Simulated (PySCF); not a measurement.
An unknown is described by computed data only.

Formula: CH7BN2.

| Property | Result |
| --- | --- |
| NMR, other nuclei | isotropic shieldings of nuclei other than C and H, by class: 76 (1 B), 188 (1 N), 201 (1 N) ppm [GIAO PBE0/pcSseg-1] |
| XPS | B1s 195.3, C1s 291.5, N1s 404.5, N1s 404.6 eV [ΔSCF SCAN, pcX-2 on the ionised atom, pcseg-1 elsewhere, spin-free X2C] |
| Polarisability | 46.6 au [CAM-B3LYP/def2-SVPD] |
| 13C NMR | chemical shifts (computed TMS as zero) by class: 34.7 (1 C) ppm [GIAO PBE0/pcSseg-1] |
| Rotational structure | rotational constants A, B, C: 37.526, 3.779, 3.509 GHz [PBE0-D3(BJ)/def2-SVP] |
| UV, strongest line | among the 10 lowest singlet transitions: S4 at 7.33 eV (169 nm, f = 0.214) [TDDFT CAM-B3LYP/def2-SVPD] |
| 1H NMR | chemical shifts (computed TMS as zero) by class: 4.10 (1 H), 2.79 (3 H), 1.93 (2 H), 1.64 (1 H) ppm [GIAO PBE0/pcSseg-1] |
| Valence photoelectron | vertical ionisation energy: 8.80 eV [ΔSCF CAM-B3LYP/def2-SVPD] |
| UV, first state | lowest singlet excitation: 5.96 eV (208 nm, f = 0.003) [TDDFT CAM-B3LYP/def2-SVPD] |
| Couplings | largest of the computed one-bond spin–spin couplings (means over like bonds): 11B–1H +139.1, 13C–1H +138.9 (×3), 15N–1H -86.6 (×2), 15N–1H -81.0, 15N–11B -34.8, 15N–11B -33.5, 15N–13C -14.2 Hz [B3LYP/pcJ-1, spin–dipole term left out for some pairs] |

The electronic properties come from PySCF, for the isolated species, density fitting. Levels stand in brackets. One conformer (not necessarily the lowest) at the PBE0-D3(BJ)/def2-SVP geometry, without solvent, vibrations or thermal averaging. NMR classes are plain means over equivalent atoms (diastereotopic ones count apart unless rotation or inversion swaps them), as if these changed places fast.

Problem. What is the compound? Reason from the data.

Solution. Numbering: `[CH3:1][NH:2][BH:3][NH2:4]`. The one carbon: N-methyl carbon [C1] (34.7 ppm). Hydrogen classes from least to most shielded: 1 H on a three-coordinate boron, B3 (4.10 ppm), 3 H on an N-methyl carbon, C1 (2.79 ppm), 2 H on a boron-bound nitrogen, N4 (1.93 ppm), 1 H on a boron-bound nitrogen, N2 (1.64 ppm). The other shieldings belong to: 76 ppm, three-coordinate boron [B3]; 188 ppm, boron-bound nitrogen [N2]; 201 ppm, boron-bound nitrogen [N4]. The couplings run between: +139.1 Hz, three-coordinate boron [B3] and its hydrogen; +138.9 Hz, N-methyl carbon [C1] and its hydrogen (with 2 like pairs); -86.6 Hz, boron-bound nitrogen [N4] and its hydrogen (with 1 like pair); -81.0 Hz, boron-bound nitrogen [N2] and its hydrogen; -34.8 Hz, boron-bound nitrogen [N2] and three-coordinate boron [B3]; -33.5 Hz, boron-bound nitrogen [N4] and three-coordinate boron [B3]; -14.2 Hz, boron-bound nitrogen [N2] and N-methyl carbon [C1]. The core levels belong to: B1s 195.3 eV, three-coordinate boron [B3]; C1s 291.5 eV, N-methyl carbon [C1]; N1s 404.5 eV, boron-bound nitrogen [N2]; N1s 404.6 eV, boron-bound nitrogen [N4]. The first electron is taken from the HOMO, whose largest Löwdin shares are 0.42 on a boron-bound nitrogen, 0.27 on a boron-bound nitrogen, 0.09 on the N-methyl carbon and 0.07 on the three-coordinate boron. The optimised geometry has point group Cs and is an asymmetric top. Structure: `N(C)BN` (CH7BN2). Computed isomers that give other values at the same levels: `CB(N)N` (rotational constant A: 8.676 GHz; this holds for the one conformer computed). The assignments are read from this structure; whether some other isomer fits the data as well wasn't checked.

The values belong to the conformer `[CH3:1][NH:2][BH:3][NH2:4]`: C1–N2–B3–N4 180°, H–N4–B3–N2 180°, H–N4–B3–N2 0°.
